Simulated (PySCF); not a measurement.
C2H4F2Ge. Atoms are numbered in the order given.

```xyz
9

Ge     0.3025    -0.3156     0.2456
F      0.4609     1.2690     0.9406
F      1.5497    -0.3915    -0.9589
C     -1.4209    -0.3502    -0.5882
C     -2.1868     0.7450    -0.5523
H      0.6637    -1.3415     1.3166
H     -1.7691    -1.2574    -1.0951
H     -1.8483     1.6588    -0.0514
H     -3.1764     0.7727    -1.0230
```

The structure is a stationary point at ωB97X-D3(BJ)/def2-SVP. One conformer was computed; it need not be the lowest.

The numbers are results of PySCF with PBE/def2-TZVP, not measurements.

Gas-phase values at a fixed geometry.

- total energy: -2354.86933 hartree
- highest occupied level: -7.58 eV
- lowest empty level: -2.15 eV
- orbital gap: 5.42 eV
- dipole moment: 0.623 e·Å
- quadrupole, principal values (traceless, Buckingham form, about the centre of nuclear charge): -5.84, -0.15, 5.99 D·Å
- mean static polarisability: 51.2 bohr³ (7.59 Å³)
- polarisability, principal values: 39.7, 47.0, 67.0 bohr³
